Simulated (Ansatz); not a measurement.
`B[Si](O)(F)[SiH3]` + `C=C[SiH2]N` → `C=C[SiH2]N[SiH3]` + `B[SiH](O)F`  (cleavage of the Si–Si bond)

Isolated molecules relaxed with PBE0-D4/def2-TZVP in Ansatz; ΔE leaves out vibrations. CBS: MP2 limit from def2 TZ/QZ plus the TZ coupled-cluster correction, frozen cores. DFT in def2-TZVPP. B3LYP here is the variant with VWN-RPA as its local correlation; programs differ in this. One conformer a species, not always the lowest.

```json
{"level": "PBE-D4", "ΔE (kJ/mol)": "-40.1", "difference from CCSD(T)/CBS": "25.8"}
{"level": "r2SCAN-D4", "ΔE (kJ/mol)": "-54.1", "difference from CCSD(T)/CBS": "11.8"}
{"level": "PBE0-D4", "ΔE (kJ/mol)": "-48.3", "difference from CCSD(T)/CBS": "17.6"}
{"level": "B3LYP-D4", "ΔE (kJ/mol)": "-59.6", "difference from CCSD(T)/CBS": "6.3"}
{"level": "ωB97X-V", "ΔE (kJ/mol)": "-61.1", "difference from CCSD(T)/CBS": "4.8"}
{"level": "ωB97M-V", "ΔE (kJ/mol)": "-66.1", "difference from CCSD(T)/CBS": "-0.2"}
{"level": "B2PLYP", "ΔE (kJ/mol)": "-66.9", "difference from CCSD(T)/CBS": "-1.0"}
{"level": "PBE", "ΔE (kJ/mol)": "-40.3", "difference from CCSD(T)/CBS": "25.6"}
{"level": "r2SCAN", "ΔE (kJ/mol)": "-54.1", "difference from CCSD(T)/CBS": "11.8"}
{"level": "PBE0", "ΔE (kJ/mol)": "-48.5", "difference from CCSD(T)/CBS": "17.4"}
{"level": "B3LYP", "ΔE (kJ/mol)": "-59.9", "difference from CCSD(T)/CBS": "6.0"}
{"level": "HF/def2-TZVPP", "ΔE (kJ/mol)": "-82.5", "difference from CCSD(T)/CBS": "-16.6"}
{"level": "MP2/def2-TZVPP", "ΔE (kJ/mol)": "-75.6", "difference from CCSD(T)/CBS": "-9.7"}
{"level": "SCS-MP2/def2-TZVPP", "ΔE (kJ/mol)": "-78.2", "difference from CCSD(T)/CBS": "-12.3"}
{"level": "CCSD/def2-TZVPP", "ΔE (kJ/mol)": "-68.9", "difference from CCSD(T)/CBS": "-3.0"}
{"level": "CCSD(T)/def2-TZVPP", "ΔE (kJ/mol)": "-66.8", "difference from CCSD(T)/CBS": "-0.9"}
{"level": "HF/def2-QZVPP", "ΔE (kJ/mol)": "-84.0", "difference from CCSD(T)/CBS": "-18.1"}
{"level": "MP2/def2-QZVPP", "ΔE (kJ/mol)": "-75.6", "difference from CCSD(T)/CBS": "-9.7"}
{"level": "SCS-MP2/def2-QZVPP", "ΔE (kJ/mol)": "-78.1", "difference from CCSD(T)/CBS": "-12.2"}
{"level": "HF/CBS(def2)", "ΔE (kJ/mol)": "-84.2", "difference from CCSD(T)/CBS": "-18.3"}
{"level": "MP2/CBS(def2)", "ΔE (kJ/mol)": "-74.7", "difference from CCSD(T)/CBS": "-8.8"}
{"level": "CCSD/CBS(def2)", "ΔE (kJ/mol)": "-68.0", "difference from CCSD(T)/CBS": "-2.1"}
{"level": "CCSD(T)/CBS", "ΔE (kJ/mol)": "-65.9", "difference from CCSD(T)/CBS": "0"}
```

Largest T1 diagnostic among the species: 0.013.

In def2-TZVPP, CCSD(T) changes the Hartree–Fock value by +15.7 kJ/mol (the triples alone add +2.1 kJ/mol) and MP2 by +6.9 kJ/mol. From PBE to PBE0 (25 % exact exchange), in def2-TZVPP and without D4, ΔE moves by −8.2 kJ/mol.
